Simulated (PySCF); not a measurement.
B(H)(Me)(NH2) (CH6BN), SMILES B(N)C.

The structure is a stationary point at PBE-D3(BJ)/def2-TZVP. One conformer was computed; it need not be the lowest.

The numbers are results of HF/def2-TZVPD (PySCF), not measurements.

Isolated molecule, no solvent.

Computed frontier levels, gap, dipole moment and polarisability:
```json
{
  "highest_occupied_level": "-11.64 eV",
  "lowest_empty_level": "1.41 eV",
  "orbital_gap": "13.05 eV",
  "dipole_moment": "1.34 D",
  "quadrupole, principal values (traceless, Buckingham form, about the centre of nuclear charge)": "-2.20, -1.07, 3.27 D·Å",
  "mean_static_polarisability": "36.1 bohr³ (5.35 Å³)",
  "polarisability_principal_values": "30.6, 36.4, 41.2 bohr³"
}
```
